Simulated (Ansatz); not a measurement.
Which is lower?

The two ends of one reaction step of GeH5SeF, closed shell (PBE0-D4/def2-TZVP).

A:

Ge1  (-0.499, 0.624, -0.848)
F2  (0.359, -2.500, 0.930)
H3  (-0.353, 2.026, -1.453)
H4  (-1.967, 0.193, -0.799)
H5  (0.372, -0.394, -1.587)
H6  (0.359, -1.609, 1.221)
Se7  (0.161, 0.699, 1.433)
H8  (1.568, 0.961, 1.102)
(Å)

B:

```
atom    x (Å)    y (Å)    z (Å)
 Ge1  -0.4947  -0.2449  -1.3259
  F2   0.2815  -1.4645  -0.3398
  H3   0.4455   0.9638  -1.3351
  H4  -1.8449   0.0481  -0.6662
  H5  -0.6410  -0.8872  -2.7118
  H6   0.5348  -0.5048   1.8021
 Se7   0.2030   0.7656   2.4589
  H8   1.5158   1.3238   2.1178
```

Ansatz 0.2.0; basis: def2-TZVPP; cores frozen in the correlated methods. Filled d shells of the heavier atoms are correlated. The def2 sets are not built for correlating such inner shells, so the correlated values are less sure here. B3LYP uses VWN-RPA correlation.

(1) Which structure is lower at CCSD(T), and by how much? (Judge from chemistry; the value comes from the calculation.)

(2) Do the other methods give the same order? (Judge from chemistry; the calculation decides.)

T1 diagnostic: at most 0.011.

Results:

(1) The calculation gives: A, by 13.8 kJ/mol (electronic energy, against the other). By their contacts, A is a complex of GeH₄Se ([GeH3][SeH]) + HF and B is a complex of GeH₃F ([F][GeH3]) + H₂Se.

(2) The calculation gives: Not all: HF gives the other order.

```csv
method,E(B) − E(A) (kJ/mol)
SPW92,31.8
PBE-D4,25.5
BLYP-D4,12.5
r2SCAN-D4,15.5
B97M-V,0.0
PBE0-D4,25.6
B3LYP-D4,13.1
r2SCAN0-D4,18.9
BHLYP-D4,10.1
CAM-B3LYP-D4,6.2
wB97X-V,8.3
wB97M-V,11.9
B2PLYP,11.0
PBE-QIDH,22.0
RPA on PBE,6.8
HF,-7.0
MP2,19.6
CCSD,11.2
CCSD(T),13.8
```

Labels in which every atom is bracketed show which atoms are joined, not bond orders.

For scale, one of the runs: CCSD(T)/def2-TZVPP, 197 basis functions (an equivalent command: `ansatz run in.yaml --threads 4`). Hardware: 4 CPU threads, shared host. Wall time 83 s; peak host memory 2.4 GiB.
